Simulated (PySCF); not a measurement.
**Core-level binding energies of `N#C/C(C=O)=N\[SiH3]`**

C₃H₄N₂OSi.
Atom-mapped SMILES: `[N:1]#[C:2]/[C:3]([CH:4]=[O:5])=[N:6]\[SiH3:7]`

Computed, not measured: PySCF 2.14.0, delta-SCF UKS SCAN, pcX-2 on the ionised atom, pcseg-1 elsewhere, spin-free X2C. Each binding energy is the total energy of the core-ionised species, with the hole localised on one atom, minus that of the ground state; both are solved self-consistently, so orbital relaxation is included.

Task: Give the core binding energies atom by atom.

Result: 
```csv
atom(s),environment,level,binding energy (eV),2p1/2 (eV),above the level's lowest (eV),count
Si7,SiH3 silicon,Si 1s,1847.52,–,0.00,1
O5,aldehyde oxygen,O 1s,538.88,–,0.00,1
N1,nitrile nitrogen,N 1s,405.83,–,+0.52,1
N6,C=N nitrogen,N 1s,405.31,–,0.00,1
C4,aldehyde carbon,C 1s,294.22,–,+1.39,1
C3,C=N carbon,C 1s,293.80,–,+0.97,1
C2,nitrile carbon,C 1s,292.83,–,0.00,1
Si7,SiH3 silicon,Si 2p3/2,107.74,108.36,0.00,1
```

The listed C 1s values span 1.39 eV, from C2 (bonded to N (triple bond) and C) to C4 (bonded to O (double bond), C and H). The widest gap between neighbouring values is 0.97 eV, between 292.83 and 293.80 eV.

Lowest listed N 1s: N6, bonded to C (double bond) and Si. Highest, 0.52 eV above it: N1, bonded to C (triple bond).

Task: Which effective nuclear charge Zeff reproduces each element's mean 1s value in the hydrogen-like formula E = 13.606 eV × Zeff²?

Result: C (Z = 6): mean 293.6 eV, Zeff = 4.65, Z − Zeff = 1.35; N (Z = 7): mean 405.6 eV, Zeff = 5.46, Z − Zeff = 1.54; O (Z = 8): mean 538.9 eV, Zeff = 6.29, Z − Zeff = 1.71; Si (Z = 14): mean 1847.5 eV, Zeff = 11.65, Z − Zeff = 2.35. Means run over the listed sites, weighted by atom count.

The unrestricted hole states depart most from a pure doublet (⟨S²⟩ = 0.75; over 0.85 named) for C 1s of C4 (0.85) and O 1s of O5 (0.86), which makes these values less certain. Spin–orbit coupling isn't in the SCF: each 2p doublet comes from a relaxed spin-free hole plus a matrix of the shell (mean-field spin–orbit coupling and the ground-state 2p splitting), with 2p3/2 averaged over its two sublevels. 2p1/2 minus 2p3/2 (ligand field included): Si 0.62 eV. One conformer (not necessarily the lowest) at the GFN2-xTB geometry, without solvent, vibrations or thermal averaging.

The values belong to the conformer `[N:1]#[C:2]/[C:3]([CH:4]=[O:5])=[N:6]\[SiH3:7]`: C2–C3–C4–O5 0°.
